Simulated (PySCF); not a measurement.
H$_{2}$F$_{2}$OSSi, singlet, at a GFN2-xTB geometry. Base run: PySCF with LC-WPBE/6-31G, TDA.

Input for PySCF:
```python
from pyscf import gto, scf, dft, tdscf

mol = gto.M(
    atom='''
O     0.16584732    1.59010597    0.63166938
Si   -0.23175446    0.22009074   -0.09459221
F    -0.34741093    0.42173314   -1.67205214
F    -1.72802749   -0.20172917    0.25988051
S     1.19009983   -1.23445915    0.45210312
H    -0.34499026    2.39025985    0.52483074
H     1.90012275   -0.42106731    1.22199981
''',
    basis='6-31g',
    verbose=4,
)

mf = dft.RKS(mol)
mf.xc = 'lc_wpbe'
mf.kernel()
td = mf.TDA()
td.nstates = 5
td.kernel()
td.analyze()
```

Variants of this job, named by their change:

```
change                           first excitation (eV)  oscillator strength of the first  second (eV)  core-seconds (rough)
-------------------------------  ---------------------  --------------------------------  -----------  --------------------
base                                              7.34                             0.014         7.63                    60
functional = pbe0                                 6.86                             0.014         7.27                    30
functional = wb97x                                   ?                                 ?            ?                    70
nstates = 15                                      7.34                             0.014         7.63                    80
guess vectors = 13 for 5 states                   7.34                             0.014         7.63                    50
functional = b3lyp                                   ?                                 ?            ?                    30
response = full linear response                   7.33                             0.014         7.60                    90
conv_tol = 1e-3                                   7.34                             0.014         7.63                    40
states = triplets                                    ?                                 -            ?                    60
functional = m062x                                6.89                             0.017         7.18                   100
```

Q: Some entries are withheld; supply them.

A: 
- functional = wb97x, first excitation (eV): 7.23
- functional = wb97x, oscillator strength of the first: 0.016
- functional = wb97x, second (eV): 7.44
- functional = b3lyp, first excitation (eV): 6.61
- functional = b3lyp, oscillator strength of the first: 0.012
- functional = b3lyp, second (eV): 7.08
- states = triplets, first excitation (eV): 6.73
- states = triplets, second (eV): 6.91

An iterative solver can miss low states, so a row lists the states that it found.
